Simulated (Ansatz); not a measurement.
```xyz
2

Sc   -0.0501    0.1772   -0.4824
O    -0.0904   -0.1358    1.1797
```

Basis set: 6-31G (spherical functions). Frozen core: 6 orbitals. Charge 0, multiplicity 2.

Computed with Ansatz (development build ahead of 0.2.0); each method stands on the lowest determinant of its kind that the runs found.

(1) Give the atomization energy at this shape (free ground-state atoms in the same class of orbitals less the molecule, no zero-point energy) of doublet ScO by UHF-MP2, UHF.

Results:

(1)

```
 method  atomization energy
UHF-MP2     147.57 kcal/mol
    UHF      55.19 kcal/mol
```

This basis has no polarisation functions and is too small for such energies, which can lie far from measured ones in either direction.
